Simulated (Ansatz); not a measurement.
`C[Si](C)(C)[Si](C)(C)[Si](C)(C)C` with charge +1. The state is a doublet with charge 1. Geometry PBE-D4/def2-SVP; atoms count from 1.

```xyz
35

C    -2.5943   -0.4622   -0.8144
Si   -1.2834    0.8407   -1.1416
C    -1.5533    2.4642   -0.2359
C    -0.9608    1.0835   -2.9939
Si    0.9774    0.0743   -0.5609
C     1.6142   -1.2579   -1.7230
C     2.1419    1.5433   -0.4324
Si    0.4379   -0.9049    1.6268
C    -0.6442    0.2163    2.6730
C     2.2186   -0.9882    2.2720
C    -0.2906   -2.6041    1.2940
H    -3.5451   -0.1283   -1.2850
H    -2.7924   -0.6021    0.2669
H    -2.3294   -1.4411   -1.2629
H    -2.4991    2.9168   -0.6073
H    -0.7364    3.1871   -0.4337
H    -1.6555    2.3303    0.8586
H    -0.1317    1.7911   -3.1958
H    -0.7610    0.1274   -3.5171
H    -1.8920    1.5214   -3.4199
H     0.8882   -2.0842   -1.8549
H     1.8419   -0.8231   -2.7193
H     2.5629   -1.6863   -1.3343
H     2.2313    2.0508   -1.4169
H     1.7998    2.2884    0.3126
H     3.1614    1.2033   -0.1520
H    -0.6751   -0.1921    3.7071
H    -0.2381    1.2462    2.7363
H    -1.6885    0.2619    2.3047
H     2.8854   -1.5823    1.6152
H     2.1709   -1.5005    3.2597
H     2.6593    0.0164    2.4278
H    -1.2976   -2.5545    0.8359
H    -0.3910   -3.1362    2.2657
H     0.3685   -3.2151    0.6448
```

Single mean-field runs in def2-TZVP are fitted with def2-universal-jkfit.

(1) Estimate the Mulliken populations of the heavy atoms from the PBE0/def2-TZVP orbitals of Ansatz.

(2) Where does the spin sit?

(3) And the Mayer bond orders between heavy atoms (over 0.3)?

Answers

(1) 
```json
{"atom": "C1", "charge (e)": "-0.46", "spin (α − β)": "0.00"}
{"atom": "Si2", "charge (e)": "0.20", "spin (α − β)": "0.19"}
{"atom": "C3", "charge (e)": "-0.45", "spin (α − β)": "0.01"}
{"atom": "C4", "charge (e)": "-0.46", "spin (α − β)": "0.06"}
{"atom": "Si5", "charge (e)": "0.14", "spin (α − β)": "0.36"}
{"atom": "C6", "charge (e)": "-0.45", "spin (α − β)": "0.00"}
{"atom": "C7", "charge (e)": "-0.45", "spin (α − β)": "0.00"}
{"atom": "Si8", "charge (e)": "0.20", "spin (α − β)": "0.19"}
{"atom": "C9", "charge (e)": "-0.46", "spin (α − β)": "0.00"}
{"atom": "C10", "charge (e)": "-0.46", "spin (α − β)": "0.06"}
{"atom": "C11", "charge (e)": "-0.45", "spin (α − β)": "0.01"}
```
Mulliken values depend strongly on the basis.

(2) Summed by element: C 0.15, Si 0.74, H 0.11, of 1 unpaired in all. Largest on single atoms: Si5 0.36, Si8 0.19, Si2 0.19.

(3) C1–Si2 1.02 (1.88 Å); Si2–C3 1.02 (1.88 Å); Si2–C4 1.02 (1.90 Å); Si2–Si5 0.72 (2.46 Å); Si5–C6 1.04 (1.88 Å); Si5–C7 1.04 (1.88 Å); Si5–Si8 0.72 (2.46 Å); Si8–C9 1.02 (1.88 Å); Si8–C10 1.02 (1.90 Å); Si8–C11 1.02 (1.88 Å).
